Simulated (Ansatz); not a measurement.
Geometry optimisation, RKS PBE-D4/6-31G* in Ansatz 0.2.0.

The input (input.yaml):

```yaml
crystal:
  periodic: [false, false, false]
  atoms:
    - { symbol: F, position_ang: [-2.5909, -0.2909, 1.3192] }
    - { symbol: Al, position_ang: [-0.8558, -0.1089, 1.1394] }
    - { symbol: C, position_ang: [0.0949, -1.3512, 0.023] }
    - { symbol: C, position_ang: [1.0012, -0.689, -0.7975] }
    - { symbol: O, position_ang: [0.9157, 0.6898, -0.7763] }
    - { symbol: C, position_ang: [0.0112, 1.3693, 0.1243] }
    - { symbol: H, position_ang: [1.72698, -1.29029, -0.24997] }
    - { symbol: H, position_ang: [1.604, -1.2119, -1.4952] }
    - { symbol: H, position_ang: [-0.7384, 1.9416, -0.4125] }
    - { symbol: H, position_ang: [0.5749, 2.0289, 0.8284] }
basis:
  gaussian: { orbitals: "6-31G*" }
hamiltonian:
  xc: pbe
  dispersion: d4
relax:
  f_tol: 0.02
  max_steps: 50
```

Run as:

```bash
$ ansatz run input.yaml --threads 2 --pin off --max-ram 3072MiB --backend cpu --events-out ev --progress --plain --runs-dir out
```

**Question.** Where does it end, and by what steps?

**Answer.** The run converged. After 14 steps the energy has fallen by 5.744 eV; H7 moved furthest, 1.53 Å. Parted: C4–H7 (1.09 → 2.11 Å). Joined: C3–H7 (1.66 → 1.09 Å).

```csv
step,energy less start (eV),largest force component (eV/Å),accepted
0,0.0000,4.350,yes
1,-1.6296,1.855,yes
2,-2.0460,1.380,yes
3,-2.4264,1.166,yes
4,-2.8392,1.849,yes
5,-3.5053,2.363,yes
6,-4.1518,1.915,yes
7,-4.7885,1.286,yes
8,-5.2755,0.869,yes
9,-5.5568,1.063,yes
10,-5.6784,0.479,yes
11,-5.7284,0.319,yes
12,-5.7415,0.147,yes
13,-5.7431,0.108,yes
14,-5.7439,0.009,yes
```

```xyz
10
Properties=species:S:1:pos:R:3
F -2.095 -0.340 1.953
Al -0.836 -0.178 0.869
C 0.419 -1.319 0.015
C 1.150 -0.459 -0.754
O 0.976 0.890 -0.843
C -0.107 1.442 -0.024
H 0.677 -2.379 -0.018
H 1.983 -0.749 -1.409
H -0.779 1.977 -0.717
H 0.355 2.202 0.631
```

Run time: 41 s on 2 threads of AMD EPYC 7R13 Processor (Zen 3), with other jobs on the host, peak memory 0.17 GiB.
